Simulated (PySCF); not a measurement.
Mapped SMILES: `[CH3:1][Si@@H:2]([NH:3][SiH3:4])[C:5]([F:6])([F:7])[F:8]`; H(Xn) means a hydrogen on atom n.

Geometry: GFN2-xTB; GIAO absolute shieldings from PySCF, gas phase, non-relativistic, averaged over equivalent atoms.

At LDA/pcSseg-1 (190 basis functions, 24 s wall time on 1 thread of an Arm Neoverse V2, shared host):
```json
{"atoms": "C5", "σ (ppm)": "33.5"}
{"atoms": "C1", "σ (ppm)": "188.1"}
{"atoms": "Si2", "σ (ppm)": "336.7"}
{"atoms": "Si4", "σ (ppm)": "375.9"}
{"atoms": "N3", "σ (ppm)": "261.9"}
{"atoms": "F6/F7/F8", "σ (ppm)": "227.7"}
{"atoms": "H(Si2)", "σ (ppm)": "25.86"}
{"atoms": "H(Si4)", "σ (ppm)": "26.13"}
{"atoms": "H(C1)", "σ (ppm)": "30.81"}
{"atoms": "H(N3)", "σ (ppm)": "31.29"}
```

Predict the values at PBE0/pcSseg-1 on the same geometry.

## Answers


```tsv
atoms	σ at PBE0/pcSseg-1	change
C5	47.9	+14.4
C1	190.8	+2.7
Si2	369.9	+33.2
Si4	405.6	+29.7
N3	266.0	+4.1
F6/F7/F8	253.6	+25.9
H(Si2)	26.73	+0.87
H(Si4)	26.96	+0.83
H(C1)	31.23	+0.42
H(N3)	31.73	+0.44
```

The largest change is at Si2 (silicon bonded to 2 C, N, H). Cost: 190 basis functions, 23 s wall time on 1 thread of an Arm Neoverse V2, shared host.
